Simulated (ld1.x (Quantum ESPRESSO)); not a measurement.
**O: one change to a PAW potential, before and after**

| Item | Value |
| --- | --- |
| Element | oxygen |
| Generator | ld1.x (Quantum ESPRESSO) 7.5 |
| Type | PAW |
| Functional | PBE |
| Relativity | scalar-relativistic |
| Frozen core | [He] |
| Valence charge | 6 |
| Reference configuration | 2s2 2p4 |
| Partial waves | 2s (bound): rcut 0.55, rcutus 0.70 bohr; 2s channel at -1.35 Ry: rcut 0.55, rcutus 0.70 bohr; 2p (bound): rcut 1.20, rcutus 1.65 bohr; 2p channel at -0.35 Ry: rcut 1.20, rcutus 1.65 bohr |
| Local potential | all-electron potential smoothed inside 1.50 bohr (lloc = -1) |
| Core correction | Bessel-smoothed model core inside 0.55 bohr |
| Augmentation charge | GAUSS, radius 0.65 bohr |

All-electron outer shells of the reference configuration (PBE, scalar-relativistic, ld1.x):

```csv
shell,level (eV),outermost node (bohr),outermost maximum (bohr)
1s,-514.70,–,0.13
2s,-23.96,0.28,0.87
2p,-9.03,–,0.82
```

Change: waves 2p (bound): rcut 1.20, rcutus 2.50 bohr; 2p channel at -0.35 Ry: rcut 1.20, rcutus 2.50 bohr.

Cutoffs: the cutoffs (Ry, on a coarse ladder) from which the occupation-weighted sum of valence levels, in a spherical-Bessel basis at the reference potential, stays within 10 and 1 mRy of its value at 400 Ry; they do not see the model core or the augmentation charge, which bear on the density cutoff. Errors are all-electron minus pseudo energies relative to the spin-unpolarised reference configuration.

Task: What does the change do?

Result: The potential gets neither clearly harder nor softer (70 Ry and 90 Ry → 70 Ry and 90 Ry); the s channel sets the loose cutoff, while the largest relative change is in p, which becomes softer; the number of tests with a reliable result goes from 7 to 1 (the test run of the changed file stopped, so its transferability is not established); neither file shows a bound ghost.

| quantity | base | changed |
| --- | --- | --- |
| cutoff, loose | 70 Ry | 70 Ry |
| cutoff, tight | 90 Ry | 90 Ry |
| loose cutoff by channel (10 mRy a level) | s 60 Ry, p 25 Ry | s 60 Ry, p 8 Ry |
| bound ghosts | none | none |
| tests with a reliable result | 7 of 7 | 1 of 7 (the test run stopped) |
| error for 2s2 2p3, meV [ΔE 16.43 eV] | -1.7 | +95 |
| lowest overlap eigenvalue by channel | s 0.45, p 0.95 | s 0.45, p 0.49 |
